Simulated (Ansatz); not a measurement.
3-fluoropenta-1,2,4-triene (C₅H₅F), SMILES C=C=C(F)C=C.

Coordinates come from a PBE0-D3(BJ)/def2-SVP optimisation. The values are those of a single conformer.

Two levels are set side by side: PBE/def2-SVPD (Ansatz, an electronic-structure program) and PBE0/def2-SVPD (Ansatz). Energy differences of separate SCF runs at the same geometry; the states with an electron removed or added have multiplicity 2 and 2. Differences are taken from unrounded values.

```json
[
 {"quantity": "vertical ionisation energy (eV)", "PBE0": "8.72", "PBE": "8.64", "PBE minus PBE0": "-0.09"},
 {"quantity": "vertical singlet–triplet gap (eV)", "PBE0": "3.24", "PBE": "3.22", "PBE minus PBE0": "-0.02"}
]
```

Here PBE gives about what the other level gives.
